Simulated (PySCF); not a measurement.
Be(Cl)(Et), SMILES C[CH2][Be][Cl], PBE0/def2-SVP optimised geometry.

```
9

Be    -0.83    -0.42     0.00
Cl    -2.65    -0.43    -0.01
C      0.85    -0.42     0.00
C      1.55     0.41     1.09
H      1.19    -0.08    -1.00
H      1.19    -1.47     0.06
H      1.28     0.06     2.10
H      1.28     1.47     1.03
H      2.65     0.35     1.01
```

Density from PBE0/def2-TZVP run with PySCF at that geometry.

Minimum of the electron density along straight lines between bonded atoms, close to the bond critical point (lines longer than 1.1 times the sum of covalent radii, or with two minima, are not listed):

```tsv
bond	length / Å	ρ at the minimum / e bohr⁻³	∇²ρ there / e bohr⁻⁵	position (fraction from the first atom)
Be1–Cl2	1.821	0.085	0.42	0.31
Be1–C3	1.676	0.103	0.35	0.33
C3–C4	1.534	0.236	-0.55	0.50
C3–H5	1.108	0.261	-0.83	0.64
C3–H6	1.108	0.261	-0.83	0.64
C4–H7	1.102	0.271	-0.91	0.64
C4–H8	1.102	0.271	-0.91	0.64
C4–H9	1.103	0.271	-0.91	0.64
```
